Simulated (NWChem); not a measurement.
Species: CH₃F₂SV; SMILES [V]([F])([F])([CH3])=[S]

```xyz
8

V      0.1042     0.2450     0.0000
S      0.1151    -1.7390     0.0000
F      0.7338     0.8795     1.4487
F      0.7338     0.8795    -1.4487
C     -1.8308     0.6743     0.0000
H     -2.3050     0.2670     0.9045
H     -1.8524     1.7782     0.0000
H     -2.3050     0.2670    -0.9045
```
Atoms are numbered in this order, from 1.

Program: NWChem. Pople sets run with spherical d functions. Coordinates come from a PBE0/def2-SVP optimisation. Not confirmed as a minimum by frequencies.

Question: What does the run give for BHandHLYP/6-31G*? Quantities: highest occupied level (eV); orbital gap (eV); dipole (D).

Answer: 
- highest occupied level (eV): -9.32
- orbital gap (eV): 7.08
- dipole (D): 2.23
